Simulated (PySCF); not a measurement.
disiloxane cation (H6OSi2), SMILES [SiH3]O[SiH3] (connectivity only; charge and spin as stated), charge +1, multiplicity 2. Atoms are numbered in the order given.

```xyz
9

Si     1.6678     0.0000     0.0636
O      0.0000     0.0000    -0.2489
Si    -1.6678     0.0000     0.0636
H      2.1214    -1.2130    -0.7056
H      2.1214     1.2130    -0.7056
H      1.9368     0.0000     1.5161
H     -1.9368     0.0000     1.5161
H     -2.1214    -1.2130    -0.7056
H     -2.1214     1.2130    -0.7056
```
Charge +1, spin multiplicity 2.

Geometry optimised at PBE0-D3(BJ)/def2-SVP. A frequency run showed that this geometry is not a minimum. The spin state was assumed, not searched.

Two levels are set side by side: PBE/pcH-1 (PySCF) and B3LYP/pcH-1 (PySCF). Contact hyperfine couplings, same geometry. Differences are taken from unrounded values.

| quantity | PBE |
|---|---|
| A(iso) of 29Si, atom Si1 (MHz) | 59.7 |
| A(iso) of 17O, atom O2 (MHz) | -22.5 |
| A(iso) of 29Si, atom Si3 (MHz) | 59.7 |
| A(iso) of 1H, atom H4 (MHz) | 270.8 |
| A(iso) of 1H, atom H5 (MHz) | 270.8 |
| A(iso) of 1H, atom H6 (MHz) | -10.7 |
| A(iso) of 1H, atom H7 (MHz) | -10.7 |
| A(iso) of 1H, atom H8 (MHz) | 270.8 |
| A(iso) of 1H, atom H9 (MHz) | 270.8 |

Task: These are the PBE values. What does B3LYP give? (The exact figures need the calculation; the answer reports its results.)

Result: 
```
quantity                        B3LYP  PBE minus B3LYP
------------------------------  -----  ---------------
A(iso) of 29Si, atom Si1 (MHz)   81.6            -21.8
A(iso) of 17O, atom O2 (MHz)    -38.4             15.9
A(iso) of 29Si, atom Si3 (MHz)   81.6            -21.8
A(iso) of 1H, atom H4 (MHz)     284.8            -14.0
A(iso) of 1H, atom H5 (MHz)     284.8            -14.0
A(iso) of 1H, atom H6 (MHz)     -12.1              1.4
A(iso) of 1H, atom H7 (MHz)     -12.1              1.4
A(iso) of 1H, atom H8 (MHz)     284.8            -14.0
A(iso) of 1H, atom H9 (MHz)     284.8            -14.0
```

Rough cost on one machine, each run with all the roots and properties that it gave: B3LYP against PBE within a factor of 2.
